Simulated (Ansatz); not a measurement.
C3H9CdNO (`CC(C)[O][Cd][NH2]`), relaxed with RKS PBE0-D4/def2-TZVP in Ansatz 0.2.0 from a GFN2-xTB geometry. The force threshold is 0.005 eV/Å; the program also tests the step.

Total charge 0; spin multiplicity 1. Cd takes the def2 core potential.

Start:

```xyz
15

C     0.111    1.205   -0.675
C    -1.122    0.520   -0.065
C    -1.047    0.580    1.470
O    -1.277   -0.774   -0.530
Cd    0.278   -1.885    0.067
N     2.180   -1.908   -0.697
H     0.055    1.144   -1.761
H     1.022    0.691   -0.340
H     0.155    2.252   -0.383
H    -2.024    1.075   -0.381
H    -1.914    0.078    1.898
H    -1.028    1.611    1.819
H    -0.128    0.067    1.807
H     2.048   -1.884   -1.711
H     2.692   -2.769   -0.518
```

(1) How much energy does the relaxation release, and in how many steps? (Best estimate.)

(2) Which bonds change most? (Best estimate.)

(3) Give the relaxed structure. (Estimate.)

## Answers

(1) Computed: 71.92 kJ/mol, in 17 steps, 1 of them rejected.

(2) Ansatz gave: Cd5–N6 from 2.050 to 2.004 Å; O4–Cd5 from 2.002 to 1.973 Å; C2–C3 from 1.538 to 1.520 Å; C1–C2 from 1.537 to 1.520 Å.

(3) Ansatz gave: 
```xyz
15

C    -0.239    1.667   -0.669
C    -1.156    0.630   -0.042
C    -0.933    0.529    1.458
O    -1.043   -0.615   -0.671
Cd    0.668   -1.596   -0.633
N     2.409   -2.588   -0.593
H    -0.402    1.715   -1.747
H     0.812    1.400   -0.491
H    -0.401    2.663   -0.247
H    -2.195    0.957   -0.206
H    -1.589   -0.231    1.888
H    -1.122    1.480    1.964
H     0.107    0.245    1.668
H     2.768   -2.759   -1.526
H     2.316   -3.496   -0.153
```
